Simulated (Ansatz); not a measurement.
Species: 1-methylcyclopenta-1,3-diene, C$_{6}$H$_{8}$, charge 0, multiplicity 1. 
Coordinates optimised at B3LYP-D3(BJ)/def2-TZVP (Ansatz, a quantum-chemistry and plane-wave program):
SMILES: CC1=CC=CC1
```xyz
14

C      2.1773    -0.0375     0.0303
C      0.6888    -0.0542    -0.0370
C     -0.1033    -0.7733    -0.8541
C     -1.5091    -0.4754    -0.5727
C     -1.5839     0.4277     0.4184
C     -0.1915     0.7831     0.8552
H      2.6126    -0.7170    -0.7030
H      2.5365    -0.3347     1.0205
H      2.5753     0.9641    -0.1600
H      0.2380    -1.4692    -1.6086
H     -2.3453    -0.9224    -1.0919
H     -2.4805     0.8464     0.8497
H     -0.0223     0.5573     1.9149
H      0.0164     1.8533     0.7369
```
Charge 0, spin multiplicity 1.

Total electronic energies in hartree. Valence correlation only, unless marked. No spin-orbit coupling. Non-relativistic. CBS(X,Y): correlation extrapolated as X^-3; Hartree-Fock from the larger set. The bracket is a focal-point correction in the basis named.

The Hartree-Fock reference is unstable (checked in the largest basis), which strains HF and MP2. 

```tsv
level	program	energy (Eh)
RI-HF/aug-cc-pVQZ	Ansatz	-231.92539
B97M-V/def2-TZVPD	Ansatz	-233.51392
BHLYP-D4/def2-TZVPD	Ansatz + dftd4	-233.36666
CAM-B3LYP-D3(BJ)/def2-TZVPD	Ansatz + dftd3	-233.37430
SCS-MP2/aug-cc-pVTZ	Ansatz	-232.90149
CCSD(T)/cc-pVDZ	Ansatz	-232.74682
CCSD(T)/aug-cc-pVTZ	Ansatz	-232.99603
RI-MP2/CBS(aug-cc-pVTZ,aug-cc-pVQZ)+[CCSD(T)-MP2]/aug-cc-pVDZ	Ansatz	-233.1017
CCSD(T)/CBS(cc-pVTZ,cc-pVQZ)	Ansatz	-233.0862
```

Totals of different functionals don't rank their quality; only differences between species are comparable.
